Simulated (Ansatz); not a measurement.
[TcOF4]- (TcOF₄⁻), relaxed as a singlet with RKS PBE0-D4/def2-SVPD in Ansatz, starting from the GFN2-xTB geometry. Force threshold 0.02 eV/Å.

In the def2 sets Tc takes a core potential; there is no spin–orbit coupling.

Start:

```xyz
6

Tc   -0.068   -0.171    0.091
O    -0.615   -1.528    0.815
F    -1.475    1.006   -0.396
F     0.056   -0.373   -1.792
F     1.823   -0.145   -0.064
F     0.280    1.210    1.347
```

```
step  energy (eV)  largest force component (eV/Å)  SCF passes
   1  -15097.6035                           0.257          19
   2  -15097.6235                           0.204          24
   3  -15097.6249                           0.508          25
   4  -15097.6269                           0.024          26
   5  -15097.6270                           0.001          27
```

Force components are those of the run's own axes.

End:

```xyz
6

Tc   -0.0571   -0.1418    0.0756
O    -0.6010   -1.4923    0.7956
F    -1.5158    0.9945   -0.3901
F     0.0478   -0.3951   -1.8115
F     1.8455   -0.1760   -0.0462
F     0.2807    1.2107    1.3767
```

By distances, no bond broke or formed. The bond that changes most is Tc1–F5, from 1.90 to 1.91 Å (atoms count from 1).

No frequencies were taken in this run, so the end may be a saddle point.

Hardware: 4 threads of Arm Neoverse V2 on a shared host. Wall time 9.5 s.
